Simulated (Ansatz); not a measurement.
`C#CBN` + HBr → `NBBr` + `C#C` at 700 K and 1 bar (ligand exchange at a B–C bond).

Gas-phase electronic energies from Ansatz, PBE0-D4/def2-TZVP geometries. CCSD(T)/CBS adds triple-zeta CCSD(T) − MP2 to the extrapolated MP2 energy (def2 sets, frozen cores). This one scheme is used for every species. For Br outer-core shells are correlated without core-valence functions, which leaves a few kJ/mol of doubt a bond. Scalar relativity is left out up to krypton. One conformer a species, not always the lowest.

```
species  CCSD(T)/CBS energy (Eh)  H − E (kJ/mol)  S (J/(mol·K))
`C#CBN`               -157.99831           212.5          369.1
    HBr              -2573.91920            36.5          223.7
 `NBBr`              -2654.70322           151.4          344.2
  `C#C`                -77.22717           102.1          244.4
```

H − E and S are ideal-gas, rigid-rotor, harmonic terms from PBE0-D4/def2-TZVP, for one conformer and one mirror image of each species. 1 Eh = 2625.50 kJ/mol, R = 8.31446 J/(mol·K).

Q: By hand: ΔE, ΔH, ΔS and ΔG.

A: ΔE = (-2654.70322) + (-77.22717) − (-157.99831) − (-2573.91920) = -0.01288 Eh = -33.8 kJ/mol. Δ(H − E) = 151.4 + 102.1 − 212.5 − 36.5 = 4.5, so ΔH = -29.3 kJ/mol. ΔS = 344.2 + 244.4 − 369.1 − 223.7 = -4.2 J/(mol·K). ΔG = -29.3 − 700 × (-4.2)/1000 = -26.4 kJ/mol.

Q: By hand: the equilibrium constant, and the temperature at which ΔG would vanish if ΔH and ΔS stayed fixed.

A: log₁₀ K = −ΔG/(RT ln 10) = 2.0. ΔG = 0 at ΔH/ΔS = 6976 K, far beyond where these terms or the molecules hold.

The number of gas molecules stays the same, so ΔS is small and ΔH decides. A doubt of 5 kJ/mol in ΔE shifts log₁₀ K by 0.4 here. Other conformers and mirror images would add mixing entropy, several J/(mol·K) or more a flexible species. These are equilibria of isolated gas molecules and say nothing of rates. Largest T1 diagnostic: 0.014 (customary marks: 0.02 for closed shells, 0.045 for open ones).
